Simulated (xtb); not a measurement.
IK, charge -1, doublet, at the geometry of the source list (GFN-xTB shapes and energies of metal compounds can be far from the true ones) (a state made from the parent by changing its charge; the spin is typed, not shown lowest). Base run: GFN2-xTB in xtb.

xtb was given this input:
```
$ xtb mol.xyz --gfn 2 --chrg -1 --uhf 1 --json

# file mol.xyz
2

K     -1.05890000    -0.75220000    -0.90220000
I      1.05890000     0.75220000     0.90220000
```

The base run was repeated with changes; each row names its change, and settings that it needs were set with it.

```csv
change,ΔE vs base (mEh),SCF cycles
base,0.000,14
etemp = 10000,-19.422,14
acc = 0.1,0.000,17
alpb = methanol,-102.7,10
etemp = 1000,0.000,16
acc = 0.0001,0.000,19
```

ALPB and GBSA are two models with their own fitted parameters for each solvent, which aren't always the measured dielectric constant.
